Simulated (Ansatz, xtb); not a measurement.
## C4H3F3N2: which of two isomers lies lower

Structure I: `FC(F)(F)c1c[nH]cn1`, a singlet. Structure II: `FC(F)(F)c1cnc[nH]1`, a singlet. Both are isolated molecules in the gas phase, relaxed with PBE-D3(BJ)/def2-SVP.

Task: Estimate E(II) − E(I) at the level CCSD(T)/def2-SVP + ΔMP2/def2-TZVPP.

Result: Calculated at CCSD(T)/def2-SVP + ΔMP2/def2-TZVPP: E(II) − E(I) = +0.074 eV, so structure I lies lower.

Level by level:

```tsv
level	geometry	E(II) − E(I) (eV)	departure from the last row (eV)	job, with rough time for the two
GFN2-xTB	GFN2-xTB	+0.045	−0.029	optimisation, 0.14 s
HF/STO-3G	GFN2-xTB	+0.080	+0.006	single point, 0.66 s
r2SCAN-D4/def2-SVP	GFN2-xTB	+0.096	+0.022	single point, 7.2 s
PBE-D3(BJ)/def2-SVP	PBE-D3(BJ)/def2-SVP	+0.051	−0.023	optimisation, 1.7 min
HF/def2-SVP	PBE-D3(BJ)/def2-SVP	+0.107	+0.033	part of the CCSD(T) run
MP2/def2-SVP	PBE-D3(BJ)/def2-SVP	+0.094	+0.020	part of the CCSD(T) run
CCSD(T)/def2-SVP	PBE-D3(BJ)/def2-SVP	+0.089	+0.015	single point
CCSD(T)/def2-SVP + ΔMP2/def2-TZVPP	PBE-D3(BJ)/def2-SVP	+0.074		single point, 3.4 min
```

As drawn, both hold the same kinds of bond in the same numbers.

The levels shown agree on the order. The largest departure from CCSD(T)/def2-SVP + ΔMP2/def2-TZVPP is that of HF/def2-SVP, 0.033 eV. The last row adds to CCSD(T) the change of the MP2 difference between the two basis sets, here −0.015 eV.

With thermal terms from frequencies at re-optimised GFN2-xTB minima (ideal gas, soft modes damped towards free rotors, one conformer each, 298.15 K, 1 atm): the zero-point term adds −0.004 eV; ΔH is +0.072 and ΔG +0.061 eV.

The correlated steps freeze 9 core orbitals. Programs: Ansatz 0.2.0, xtb 6.7.1; the last row on 2 threads of Arm Neoverse V1 on a shared host.
